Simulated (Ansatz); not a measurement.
```yaml
crystal:
  periodic: [false, false, false]
  atoms:
    - {symbol: O, position_ang: [-1.923618, 1.139035, 2.880482]}
    - {symbol: Zr, position_ang: [0.143185, 0.189787, 0.174689]}
    - {symbol: O, position_ang: [3.561338, -0.066549, 1.041363]}
    - {symbol: S, position_ang: [-1.180522, -3.890315, -1.258246]}
    - {symbol: S, position_ang: [-0.094014, 3.120649, -3.185808]}
    - {symbol: H, position_ang: [-2.662737, 1.621881, 4.270242]}
    - {symbol: H, position_ang: [5.063382, -0.084111, 2.080012]}
    - {symbol: H, position_ang: [0.429244, -4.143321, -3.041576]}
    - {symbol: H, position_ang: [-2.800820, 2.942176, -3.328318]}
basis:
  gaussian: {orbitals: def2-SVP, fitting: {mean_field: cc-pVTZ-jkfit}}
hamiltonian: {xc: {name: PBE}, dispersion: d4}
output: {forces: true}
```

```sh
$ ansatz run in.yaml --threads 4 --pin off --events-out ev --progress --plain --max-ram 10444MiB
```

(1) How does Ansatz answer? (An estimate is asked.)

Results:

(1) Computed: The input was rejected before any iteration.
```
Functional definition: PBE
Error: <dir> the basis set cc-pVTZ-JKFIT has no functions for Zr
```
